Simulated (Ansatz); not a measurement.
# Reading a saddle point

A first-order saddle point of BNH2BrCl, closed shell, PBE0-D4/def2-TZVP, with one imaginary mode of 951i cm⁻¹:

```
6
angstrom
B -0.6429 0.2853 -0.4971
Br 1.9686 0.9241 0.7997
N -0.2771 -0.7744 0.1463
H 0.8081 -0.3322 0.6142
Cl -1.2046 1.5918 -1.3562
H -0.6521 -1.6948 0.2931
```

Computed with Ansatz 0.2.0 (basis: def2-TZVPP and def2-QZVPP); correlated methods freeze the cores. Filled d shells of the heavier atoms are correlated. The def2 sets are not built for correlating such inner shells, so the correlated values are less sure here. Extrapolation: Hartree–Fock as exp(−7.88 √X), correlation as X^−2.97.

**Question.** Which contacts change along the imaginary mode, and what lies on either side? (Judge from chemistry; the calculation decides.)

**Answer.** By the calculation: The step is BNH₂BrCl ([NH2][B]([Cl])[Br]) → BNHCl ([NH][B][Cl]) + HBr, with the molecules in contact on both sides. Shortening one way: Br2–H4; lengthening the same way: B1–Br2, N3–H4.
```json
{"pair": "Br2–H4", "one side (Å)": "2.99", "saddle (Å)": "1.72", "other side (Å)": "1.44"}
{"pair": "B1–Br2", "one side (Å)": "1.93", "saddle (Å)": "2.98", "other side (Å)": "3.91"}
{"pair": "N3–H4", "one side (Å)": "1.01", "saddle (Å)": "1.26", "other side (Å)": "2.02"}
```

**Question.** Which side is lower, and how far does the saddle lie above each? (To be estimated.)

**Answer.** Computed: The side with B1–Br2, N3–H4 short is lower by 2.427 eV; the saddle lies 3.021 eV above it and 0.595 eV above the other (CCSD(T) at an estimated basis limit (MP2 extrapolated from triple and quadruple zeta, plus CCSD(T) − MP2 in triple zeta); electronic energies).

T1 diagnostic: at most 0.013.

Labels in which every atom is bracketed show which atoms are joined, not bond orders.

For scale, one of the runs: CCSD(T)/def2-TZVPP, 180 basis functions, launched by `ansatz run in.yaml --threads 4 --pin off --events-out ev --progress --plain --max-ram 9574MiB`. Time: 43 s of wall clock on 4 CPU threads of an Arm Neoverse V1; the host was shared. Peak host memory: 1.8 GiB.
